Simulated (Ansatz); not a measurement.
Calculated with Ansatz (gas phase, PBE0-D4/def2-TZVP geometries, no zero-point term in ΔE). CCSD(T)/CBS adds triple-zeta CCSD(T) − MP2 to the extrapolated MP2 energy (def2 sets, frozen cores). DFT in def2-TZVPP. def2 core potentials past Kr. For In, Se outer-core shells are correlated without core-valence functions, which leaves a few kJ/mol of doubt a bond. Scalar relativity is left out up to krypton. One conformer a species, not always the lowest.

Reaction (formal exchange of groups at the Se–In bond): `[Cl][In]([Cl])[SeH]` + `B1C[SiH2]1` → `[SeH][SiH]1BC1` + `[Cl][InH][Cl]`

```tsv
species	r2SCAN0 energy (Eh)
`[Cl][In]([Cl])[SeH]`	-3512.82045
`B1C[SiH2]1`	-355.32808
`[SeH][SiH]1BC1`	-2756.90638
`[Cl][InH][Cl]`	-1111.23052
```

Work out ΔE.

ΔE = (-2756.90638) + (-1111.23052) − (-3512.82045) − (-355.32808) = 0.01163 Eh = +7.3 kcal/mol. CCSD(T)/CBS gives +8.4 kcal/mol.

Largest T1 diagnostic among the species: 0.014.

At CCSD(T), def2-SVP lies +2.2 kcal/mol from the extrapolated value and def2-TZVPP −0.6 kcal/mol. From BLYP to BHLYP (50 % exact exchange), in def2-TZVPP and without D4, ΔE moves by +1.5 kcal/mol.
